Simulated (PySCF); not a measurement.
The third ionisation energy along group 13

Calculated with PySCF 2.14 from differences of total energies of unrestricted determinants, without spin-orbit coupling. Values in eV. The last column holds reference values (NIST; (s) semi-empirical, (t) theoretical, else measured). Unmarked ones compare directly (S terms, centres of terms, or small fine structure); those marked * lie between the lowest fine-structure levels and include a spin-orbit shift.

```
                                                                                       element                       configurations     UHF     LDA     PBE    PBE0  r2SCAN  reference
     B (aug-cc-pVQZ with one added diffuse shell each of s, p, d, f, g type, non-relativistic)                       [He] 2s1 → 1s2  37.818  37.893  38.284  38.226  37.850     37.931
Al (aug-cc-pV(Q+d)Z with one added diffuse shell each of s, p, d, f, g type, non-relativistic)                      [Ne] 3s1 → [Ne]  28.043  28.831  28.835  28.694  28.378     28.448
Ga (aug-cc-pVQZ-PP with one added diffuse shell each of s, p, d, f, g type with ECP10MDF, ECP)            [Ar] 3d10 4s1 → [Ar] 3d10  29.633  31.855  31.470  31.102  31.298     30.726
Tl (aug-cc-pVQZ-PP with one added diffuse shell each of s, p, d, f, g type with ECP60MDF, ECP)  [Xe] 4f14 5d10 6s1 → [Xe] 4f14 5d10  28.160  30.764  30.307  29.959  30.123     29.852
```

Q: Fill in the row of In (aug-cc-pVQZ-PP with one added diffuse shell each of s, p, d, f, g type with ECP28MDF, ECP) ([Kr] 4d10 5s1 → [Kr] 4d10).

A: UHF 26.622; LDA 29.094; PBE 28.670; PBE0 28.285; r2SCAN 28.380; reference 28.044 (eV).
